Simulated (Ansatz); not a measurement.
System: C₇H₁₃, net charge 0, doublet state. It need not be the lowest isomer of its formula. 
Coordinates optimised at B3LYP-D3(BJ)/def2-TZVP (Ansatz, an electronic-structure program):
```
C
H 1 1.0958
H 1 1.1048 2 105.67
C 1 1.4931 2 113.17 3 -122.04
C 4 1.4819 1 124.54 2 51.41
H 5 1.0933 4 111.80 1 -34.77
H 5 1.0937 6 108.07 4 123.35
H 5 1.1024 6 106.50 7 113.95
C 4 1.4983 5 124.02 6 156.95
H 9 1.0968 4 112.72 5 40.60
H 9 1.1008 10 105.51 4 121.43
C 9 1.5387 10 112.53 11 121.09
H 12 1.0911 9 113.45 10 -87.36
H 12 1.0948 13 107.33 9 -121.28
C 12 1.5378 13 112.72 14 -119.92
H 15 1.0961 12 107.90 13 -46.76
C 15 1.5209 16 108.78 1 124.91
H 17 1.0923 15 111.41 16 -60.24
H 17 1.0924 18 107.71 15 -122.40
H 17 1.0934 18 107.77 19 -116.04
```
Charge 0, spin multiplicity 2.

Quantity: atomisation energy (electronic, to ground-state atoms), in kcal/mol. Valence correlation only, unless marked. UHF or UKS for open shells. No spin-orbit coupling. No relativistic terms. The coupled-cluster limit lacks core correlation, which all-electron functionals hold. CBS(X,Y): correlation extrapolated as X^-3; Hartree-Fock from the larger set. [CCSD(T)-MP2]/basis is that difference in the basis named.

```json
[
 {"level": "PBE0/6-31G*", "program": "Ansatz", "atomisation energy (kcal/mol)": "1977.0"},
 {"level": "PBE0-D3(BJ)/def2-TZVPD", "program": "Ansatz + dftd3", "atomisation energy (kcal/mol)": "1977.1"},
 {"level": "BHLYP/def2-TZVPD", "program": "Ansatz", "atomisation energy (kcal/mol)": "1902.1"},
 {"level": "RPA@PBE/cc-pVTZ", "program": "Ansatz", "atomisation energy (kcal/mol)": "…"},
 {"level": "RI-MP2/CBS(cc-pVTZ,cc-pVQZ)+[CCSD(T)-MP2]/cc-pVTZ", "program": "Ansatz", "atomisation energy (kcal/mol)": "…"}
]
```

Question: Some entries are withheld; supply them.

Answer: 
- RPA@PBE/cc-pVTZ, atomisation energy (kcal/mol): 1831.5
- RI-MP2/CBS(cc-pVTZ,cc-pVQZ)+[CCSD(T)-MP2]/cc-pVTZ, atomisation energy (kcal/mol): 1952.4
